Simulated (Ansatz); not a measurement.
Ansatz (an electronic-structure program) input:
A basis named .json is the Basis Set Exchange file of that set.

Ansatz 0.2 input:
```yaml
crystal:
  periodic: [false, false, false]
  atoms:
    - {symbol: Si, position_ang: [-0.02164825, -0.00523638, 0.05757037]}
    - {symbol: C, position_ang: [1.56108989, -0.87300575, -0.43895432]}
    - {symbol: C, position_ang: [-1.19908335, 0.25648086, -1.37413183]}
    - {symbol: N, position_ang: [-0.84642642, -1.14231206, 1.11856558]}
    - {symbol: N, position_ang: [0.40551293, 1.54908647, 0.67408215]}
    - {symbol: H, position_ang: [2.23857305, -0.98149458, 0.41095356]}
    - {symbol: H, position_ang: [2.07680459, -0.30050842, -1.21247200]}
    - {symbol: H, position_ang: [1.34908643, -1.87150409, -0.82299178]}
    - {symbol: H, position_ang: [-2.09670675, 0.79253916, -1.05788763]}
    - {symbol: H, position_ang: [-1.51477133, -0.69958888, -1.79329876]}
    - {symbol: H, position_ang: [-0.71357731, 0.84133983, -2.15788454]}
    - {symbol: H, position_ang: [-1.03180376, -0.81000233, 2.06706249]}
    - {symbol: H, position_ang: [-0.27944324, 2.27763336, 0.79645004]}
    - {symbol: H, position_ang: [1.18926899, 1.67662370, 1.29406614]}
basis:
  gaussian:
    orbitals: aug-cc-pV_D+d_Z.json
magnetization: {spin_polarized: true, initial_magnetization: 1}
correlation: {method: ccsd_t, electrons: outside_noble_gas}
output: {forces: true}
```

What final total energy does it print?

-479.69978 Eh (CCSD(T)/aug-cc-pV(D+d)Z). The basis has 205 functions.

It need not be the lowest isomer of its formula.
